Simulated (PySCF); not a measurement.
Isomers of C7H9F5, one GFN2-xTB conformer each. Single-point energies are computed at PBE0/pcSseg-1 (PySCF, gas phase, no added dispersion term), electronic only.

Task: Rank them by PBE0/pcSseg-1 energy, lowest first (kcal/mol).
A. `[F:1][CH:2]([F:3])[C@@H:4]1[CH2:5][CH2:6][CH2:7][C@H:8]1[C:9]([F:10])([F:11])[F:12]` with F1–C2–C4–C5 63°, C2–C4–C5–C6 -143°, C4–C5–C6–C7 38°, C5–C6–C7–C8 -39°, C6–C7–C8–C9 -94°
B. `[CH3:1]/[C:2](=[CH:3]\[CH2:4][F:5])[CH2:6][C@@H:7]([F:8])[C:9]([F:10])([F:11])[F:12]` with C2–C3–C4–F5 -177°, C1–C2–C6–C7 -85°, C2–C6–C7–F8 67°

Result: A (0.0), B (32.7).

As drawn, the higher has a C=C bond outside aromatic rings, which the lower lacks. GFN2-xTB itself gives, in the same order: 0.0, 34.6. Both levels put the same isomer lowest.

Task: Which frontier levels, dipoles and rotational constants go with these structures?

Result: 
```
                       SMILES  HOMO (eV, PBE0/pcSseg-1)  LUMO (eV)  dipole (D)       A, B, C (MHz)
FC(F)[C@@H]1CCC[C@H]1C(F)(F)F                     -9.51       1.27        2.98  1242, 781.5, 592.2
 C/C(=C\CF)C[C@@H](F)C(F)(F)F                     -7.44      -0.15        1.74  1743, 379.7, 347.6
```
